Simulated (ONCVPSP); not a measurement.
# What the settings do to the ONCV potential of Zn

Base potential:

- Element: Zn
- Generator: ONCVPSP 4.0.1
- Type: optimised norm-conserving Vanderbilt (ONCV)
- Functional: PBEsol
- Relativity: scalar-relativistic
- Frozen core: [Ne]
- Valence charge: 20
- Reference configuration: 3s2 3p6 3d10 4s1.5 4p0.5
- Partial waves: 3s+4s: rc 1.00 bohr, ncon 4, nbas 8, qcut 12.4 1/bohr, 3 projectors, debl 3.8 Ha; 3p+4p: rc 1.00 bohr, ncon 4, nbas 7, qcut 10.8 1/bohr, 2 projectors; 3d: rc 1.50 bohr, ncon 4, nbas 9, qcut 12.5 1/bohr, 3 projectors, debl 2.8 Ha
- Local potential: polynomial inside 0.85 bohr (lpopt 5, dvloc0 2 Ha)
- Core correction: Teter function, fcfact 5.25, rcfact 1.75

All-electron outer shells of the reference configuration (PBEsol, scalar-relativistic, ld1.x):

| shell | level (eV) | outermost node (bohr) | outermost maximum (bohr) |
| --- | --- | --- | --- |
| 2s | -1158.40 | 0.07 | 0.19 |
| 2p | -1004.59 | – | 0.15 |
| 3s | -130.11 | 0.28 | 0.59 |
| 3p | -84.44 | 0.25 | 0.59 |
| 3d | -11.33 | – | 0.57 |
| 4s | -6.76 | 0.85 | 2.06 |
| 4p | -1.63 | 0.92 | 2.96 |

Cutoffs, loose and tight: the cutoffs (Ha) at which the residual kinetic energy of the hardest occupied pseudo-wave falls to 1 and 0.1 mHa per electron. They do not see the model core or the augmentation charge, which bear on the density cutoff. Test errors are all-electron minus pseudo excitation energies from the reference, over the configurations 3s2 3p6 3d10 4s2 4p0; 3s2 3p6 3d10 4s1 4p0; 3s2 3p6 3d10 4s0 4p0; 3s2 3p6 3d10 4s0 4p1. A dash means not determined; rows that change the core or the reference have their own tests. The largest error is taken over the tests solved by every variant that gives reliable tests at all: 3s2 3p6 3d10 4s0 4p1; 3s2 3p6 3d10 4s1 4p0; 3s2 3p6 3d10 4s2 4p0.

```csv
change,outcome,"cutoff, loose","cutoff, tight",bound ghosts,GHOST(+) flags above zero,largest test error (meV)
base,generated,57 Ha,66 Ha,none,s,+3.2
p: qcut 6.2,generated,145 Ha,170 Ha,none,"s, p",+3.1
p: qcut 7.7,generated,129 Ha,152 Ha,none,"s, p",+3.1
p: qcut 8.7,generated,76 Ha,140 Ha,none,s,+3.2
p: qcut 9.4,generated,57 Ha,125 Ha,none,s,+3.2
p: qcut 10.6,generated,57 Ha,66 Ha,none,s,+3.2
p: qcut 11.6,generated,57 Ha,66 Ha,none,s,+3.2
p: qcut 12.8,generated,57 Ha,66 Ha,none,s,+3.2
p: qcut 13.9,generated,57 Ha,66 Ha,none,s,+3.2
p: qcut 15.3,generated,57 Ha,66 Ha,none,s,+3.2
p: qcut 16.5,generated,57 Ha,66 Ha,none,s,+3.2
```

Reading the sweep of the qcut of the p channel (base included, trends over the rows without a ghost): The loose cutoff falls from 145 Ha at 6.2 to 57 Ha at 16.5 1/bohr.
